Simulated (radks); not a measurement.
The numbers below are computed, except where a source is named.
As7+, 26 electrons, occupied as [Ne] 3s2 3p(1/2: 1, 3/2: 4) 3d(3/2: 4, 5/2: 5) (not the ground configuration).

Code: a radial shooting solver on a logarithmic mesh with Libxc functionals. Model: Dirac Kohn-Sham, BLYP, spin-unpolarised, spherical densities, finite nucleus; Fermi nuclear charge, rms radius 4.0968 fm.

Energy parts (Ry):
part                        energy
total                  -4482.95478
kinetic                 4584.52118
electron-nucleus      -10565.27789
Hartree                 1657.51179
exchange-correlation    -159.70987

Orbitals (lengths in bohr, moments of r in powers of bohr):
| orbital | occ. | eigenvalue (Ry) | <r^2> |
|---|---|---|---|
| 1s1/2 | 2 | -871.8391 | 0.002785 |
| 2s1/2 | 2 | -119.4074 | 0.04835 |
| 2p1/2 | 2 | -107.8363 | 0.03737 |
| 2p3/2 | 4 | -105.1399 | 0.03884 |
| 3s1/2 | 2 | -23.46611 | 0.3939 |
| 3p1/2 | 1 | -19.53647 | 0.4080 |
| 3p3/2 | 4 | -19.14263 | 0.4207 |
| 3d3/2 | 4 | -12.37214 | 0.4526 |
| 3d5/2 | 5 | -12.30957 | 0.4572 |

The highest occupied level is 3d5/2 at -167.48 eV. The electron density at the nucleus is 3.556e+04 e/bohr^3. The density falls to 0.001 e/bohr^3 at r = 1.96 bohr.
